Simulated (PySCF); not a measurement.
Relaxation of doublet PtS₂⁻

Computed with UB3LYP/[Pt def2-SVPD with ECP60, S def2-SVPD], scalar-relativistic core potentials, density fitting, no spin–orbit coupling, PySCF. A (50,194) grid was used.

A start displaced from a saddle point along its imaginary mode, of C2v symmetry, held to at least that symmetry:

```xyz
3
charge -1 multiplicity 2, angstrom
Pt    0.0529   -0.0627    0.0000
S    -0.1612    0.1911    2.1617
S    -0.1612    0.1911   -2.1617
```

At each step, columns x, y, z (Å) and Fx, Fy, Fz (eV/Å):

```
step 0  E − E(last) = 2.24 kJ/mol
Pt   0.053  -0.063   0.000  -0.100   0.124   0.000
S   -0.161   0.191   2.162   0.050  -0.062  -0.626
S   -0.161   0.191  -2.162   0.050  -0.062   0.626
step 1  E − E(last) = 0.40 kJ/mol
Pt   0.053  -0.063   0.000   0.040  -0.038   0.000
S   -0.161   0.191   2.132  -0.020   0.019  -0.016
S   -0.161   0.191  -2.132  -0.020   0.019   0.015
step 2  E − E(last) = 0.33 kJ/mol
Pt   0.058  -0.069   0.000   0.042  -0.039   0.000
S   -0.164   0.194   2.129  -0.021   0.020  -0.001
S   -0.164   0.194  -2.129  -0.021   0.020   0.000
step 3  E − E(last) = 0.06 kJ/mol
Pt   0.087  -0.103   0.000   0.020  -0.013  -0.001
S   -0.178   0.211   2.117  -0.010   0.006  -0.009
S   -0.178   0.211  -2.117  -0.010   0.006   0.010
step 4  E − E(last) = 0.01 kJ/mol
Pt   0.110  -0.131   0.000  -0.012   0.023   0.000
S   -0.190   0.225   2.105   0.006  -0.011  -0.033
S   -0.190   0.225  -2.105   0.006  -0.011   0.033
step 5  E − E(last) = 0.00 kJ/mol
Pt   0.103  -0.122   0.000   0.005   0.004  -0.001
S   -0.186   0.221   2.108  -0.003  -0.002  -0.002
S   -0.186   0.221  -2.108  -0.002  -0.002   0.004
```

It ends at C2v with Pt–S 2.155 Å (×2); S–Pt–S 154.4° (after a last refinement on a finer grid). The frequency run here used a shortcut that can spoil soft modes, so no verdict on minimum or saddle point is given.

With open d or f shells other occupations or spin states may lie lower. With an element this heavy the missing spin–orbit coupling can shift these numbers.
